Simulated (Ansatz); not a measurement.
Relaxation of GaH$_{5}$O$_{3}$S (10 atoms, charge 0, multiplicity 1), to a largest force component of 0.03 eV/Å in at most 50 steps.

All numbers below come from RKS B3LYP/def2-SVP (Ansatz).

```xyz
10
Properties=species:S:1:pos:R:3:forces:R:3
Ga -0.388 -0.042 -0.847 0.55 -0.03 0.19
S 1.756 0.656 -0.982 -0.34 -0.06 0.03
O -0.926 -1.668 -1.346 -0.03 -0.01 -0.02
O -1.594 1.183 -0.384 -0.02 0.08 0.09
H 1.417 -0.150 1.530 0.04 0.00 -0.01
O 0.739 -0.598 2.062 -0.17 0.05 -0.26
H 1.398 1.925 -0.672 0.01 0.02 -0.02
H -0.207 -2.267 -1.588 -0.02 -0.01 0.02
H -2.491 0.834 -0.299 -0.02 -0.03 -0.02
H 0.297 0.127 2.526 0.01 0.01 0.01
```

Q: Where does it end, and by what steps?

A: The forces met the threshold. After 12 steps the energy has fallen by 0.471 eV; H10 moved furthest, 0.89 Å. Joined: Ga1–O6.

```csv
step,energy less start (eV),largest force component (eV/Å),accepted
0,0.0000,0.549,yes
1,-0.0690,1.311,yes
2,-0.2011,1.002,yes
3,-0.3450,0.421,yes
4,-0.3904,0.605,yes
5,-0.4153,0.761,yes
6,-0.4371,0.377,yes
7,-0.4511,0.346,yes
8,-0.4593,0.161,yes
9,-0.4656,0.232,yes
10,-0.4689,0.154,yes
11,-0.4682,0.131,no
12,-0.4705,0.021,yes
```

```xyz
10
Properties=species:S:1:pos:R:3
Ga -0.087 -0.169 -0.454
S 1.865 0.697 -1.160
O -0.775 -1.704 -1.084
O -1.300 0.986 0.268
H 1.237 -0.055 1.776
O 0.399 -0.515 1.606
H 1.389 1.960 -1.060
H -0.215 -2.161 -1.724
H -2.203 0.857 -0.048
H -0.311 0.104 1.880
```

Time of the run: 81 s on 2 threads of Intel(R) Xeon(R) Platinum 8259CL CPU @ 2.50GHz (Skylake/Cascade Lake), with other jobs on the host, peak memory 0.32 GiB.
